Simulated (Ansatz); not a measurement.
N-butylpyridinium (C₉H₁₄N⁺) was relaxed with PBE-D4 (def2-SVP) in Ansatz in these states: charge +1 singlet, neutral doublet. The geometries follow in no particular order.

A:

Cartesian coordinates in Å:
```
C 0.511 -0.824 3.695
C -0.502 -0.871 2.549
C 0.066 -0.313 1.238
C -0.961 -0.365 0.104
N -0.415 0.173 -1.171
C -0.517 1.503 -1.438
C 0.046 2.044 -2.591
C 0.729 1.201 -3.483
C 0.826 -0.168 -3.189
C 0.245 -0.658 -2.022
H 1.416 -1.420 3.461
H 0.073 -1.233 4.626
H 0.837 0.215 3.907
H -0.839 -1.918 2.386
H -1.413 -0.297 2.827
H 0.970 -0.888 0.941
H 0.398 0.739 1.385
H -1.291 -1.403 -0.094
H -1.863 0.229 0.349
H -1.065 2.107 -0.701
H -0.059 3.121 -2.783
H 1.177 1.608 -4.401
H 1.347 -0.865 -3.860
H 0.285 -1.718 -1.735
```

B:

```xyz
24

C    -2.003   -3.153   -0.583
C    -0.967   -2.229   -1.225
C    -0.581   -1.041   -0.340
C     0.460   -0.118   -0.990
N     0.841    1.014   -0.167
C     0.036    2.166   -0.143
C     0.218    3.142    0.811
C     1.212    3.008    1.824
C     2.004    1.824    1.798
C     1.810    0.856    0.838
H    -1.628   -3.577    0.372
H    -2.263   -4.002   -1.247
H    -2.943   -2.607   -0.354
H    -0.052   -2.811   -1.478
H    -1.356   -1.849   -2.197
H    -0.178   -1.405    0.632
H    -1.484   -0.441   -0.090
H     1.379   -0.696   -1.234
H     0.070    0.270   -1.957
H    -0.709    2.238   -0.948
H    -0.422    4.036    0.765
H     1.355    3.778    2.593
H     2.795    1.660    2.545
H     2.408   -0.064    0.776
```

Judge from the bond lengths which geometry belongs to which state (an estimate).

A is the charge +1 singlet (N5–C6 1.360 Å, N5–C10 1.360 Å, C4–N5 1.488 Å); B is the neutral doublet (N5–C6 1.405 Å, N5–C10 1.405 Å, C4–N5 1.450 Å).
